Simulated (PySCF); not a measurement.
Computed properties of CdSe, SMILES [Se]=[Cd]

CdSe, SMILES [Se]=[Cd]. Geometry optimised at B3LYP-D3(BJ)/def2-TZVP. The def2 effective core potentials stand for the cores of Cd; spin–orbit coupling is left out. One conformer was computed; it need not be the lowest. All values are computed for the isolated molecule unless a solvent is named; none is compared with measurement here.

**Structure.** The optimised structure has C∞v symmetry. All 1 harmonic modes at B3LYP-D3(BJ)/def2-TZVP (PySCF) are real, so it is a minimum.

**Vibrations.** The strongest infrared lines (harmonic, unscaled, degenerate partners summed) lie at 245 cm⁻¹ (1 km/mol, Se 59 %, Cd 41 %). The softest mode is at 245 cm⁻¹ and the zero-point energy is 0.4 kcal/mol.

**Electronic structure.** HF/def2-TZVPD (PySCF) places the frontier levels at -8.16 and -1.54 eV, a gap of 6.62 eV, and gives a dipole moment of 7.48 D and a mean polarisability of 86.3 bohr³. PBE/def2-TZVPD (PySCF) at the same geometry gives -5.13 and -4.88 eV, so its gap is 6.37 eV narrower. An orbital gap is neither the optical nor the fundamental gap.

**Excitations.** TDA-B3LYP/def2-TZVPD (PySCF) has S1 at 0.53 eV (2354 nm, f = 0.003, weak); the most intense of the 10 singlets computed lies at 6.20 eV (f = 1.30). Strengths of degenerate partners are summed. T1 (TDA) is at 0.01 eV, 0.52 eV under S1. TDA-PBE/def2-TZVPD (PySCF) puts S1 at 0.51 eV.
